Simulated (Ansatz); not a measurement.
Z-matrix (Å, degrees):
```
C
F 1 1.553
Al 1 1.969 2 66.5
F 1 1.330 2 105.4 3 120.3
H 1 1.092 2 101.7 3 -126.2
H 3 1.577 1 117.2 2 92.2
H 3 1.579 1 116.6 2 -92.0
```

Charge 0, multiplicity 1.

Task: List the PBE0/def2-TZVPP orbital energies in eV (Ansatz). (Best estimate.)

Result: The calculation gave: Occupied: -1527.94, -675.01, -675.00, -282.09, -113.80, -73.91, -73.76, -73.70, -35.31, -33.86, -19.69, -15.72, -15.56, -14.80, -13.18, -12.45, -11.90, -10.70, -8.61, -8.22. Lowest empty: -0.81, 0.61, 1.05, 1.39, 1.73, 2.43, 3.60, 4.16.
